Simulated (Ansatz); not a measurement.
Dissociation curve of LiNa, singlet.

Methods: RKS-PBE = restricted PBE/cc-pVDZ (Ansatz, a program for electronic structure); UKS-PBE = Ansatz with unrestricted PBE/cc-pVDZ; UKS-PBE0 = Ansatz with unrestricted PBE0/cc-pVDZ; FCI = Ansatz with full CI/cc-pVDZ, frozen core.

Energies relative to the lowest point of each curve near equilibrium, in kJ/mol; the last columns give the error against full CI:

| R / Å | RKS-PBE | UKS-PBE | UKS-PBE0 | FCI | RKS-PBE − FCI | UKS-PBE − FCI | UKS-PBE0 − FCI |
|---|---|---|---|---|---|---|---|
| 2.33 | 29.0 | 29.0 | 31.1 | 35.0 | -6.0 | -6.0 | -4.0 |
| 2.48 | 14.4 | 14.4 | 15.6 | 18.6 | -4.2 | -4.2 | -3.0 |
| 2.63 | 5.6 | 5.6 | 6.1 | 8.1 | -2.6 | -2.6 | -2.0 |
| 2.75 | 1.7 | 1.7 | 1.9 | 3.1 | -1.4 | -1.4 | -1.2 |
| 2.83 | 0.4 | 0.4 | 0.5 | 1.2 | -0.8 | -0.8 | -0.7 |
| 2.93 | 0.0 | 0.0 | 0.0 | 0.1 | -0.1 | -0.1 | -0.1 |
| 2.99 | 0.3 | 0.3 | 0.3 | 0.0 | 0.3 | 0.3 | 0.3 |
| 3.07 | 1.3 | 1.3 | 1.2 | 0.5 | 0.7 | 0.7 | 0.7 |
| 3.26 | 5.5 | 5.5 | 5.6 | 3.9 | 1.6 | 1.6 | 1.7 |
| 3.40 | 9.9 | 9.9 | 10.3 | 7.9 | 2.0 | 2.0 | 2.4 |
| 3.65 | 19.5 | 19.5 | 20.0 | 16.9 | 2.7 | 2.7 | 3.1 |
| 3.91 | 30.7 | 30.2 | 30.1 | 27.3 | 3.4 | 3.0 | 2.8 |
| 4.36 | 50.0 | 46.8 | 45.2 | 44.4 | 5.6 | 2.4 | 0.8 |
| 4.85 | 68.8 | 60.3 | 57.0 | 58.7 | 10.1 | 1.6 | -1.7 |
| 5.34 | 84.4 | 69.0 | 64.4 | 67.7 | 16.6 | 1.3 | -3.3 |
| 5.82 | 96.4 | 73.8 | 68.5 | 72.7 | 23.6 | 1.1 | -4.2 |
| 6.39 | 106.9 | 76.5 | 70.8 | 75.7 | 31.2 | 0.8 | -4.9 |
| 7.18 | 116.3 | 77.7 | 71.8 | 77.4 | 38.9 | 0.4 | -5.5 |
| 7.83 | 120.8 | 78.0 | 72.1 | 77.9 | 42.9 | 0.1 | -5.8 |
| 8.89 | 124.7 | 78.1 | 72.2 | 78.2 | 46.5 | -0.1 | -6.1 |

RKS-PBE is furthest from FCI at 8.89 (46.5 kJ/mol, above); its mean absolute error over the points is 12.1 kJ/mol.

UKS-PBE is furthest from FCI at 2.33 (-6.0 kJ/mol, below); its mean absolute error over the points is 1.7 kJ/mol.

UKS-PBE0 is furthest from FCI at 8.89 (-6.1 kJ/mol, below); its mean absolute error over the points is 2.7 kJ/mol.

The restricted form behind RKS-PBE keeps the bonding electrons paired and can't separate into open-shell fragments. The unrestricted determinant behind UKS-PBE is spin-contaminated at 3.91 to 8.89 Å (<S²> up to 1.0, against 0.00 for a pure singlet). The unrestricted determinant behind UKS-PBE0 is spin-contaminated at 3.65 to 8.89 Å (<S²> up to 1.0, against 0.00 for a pure singlet).
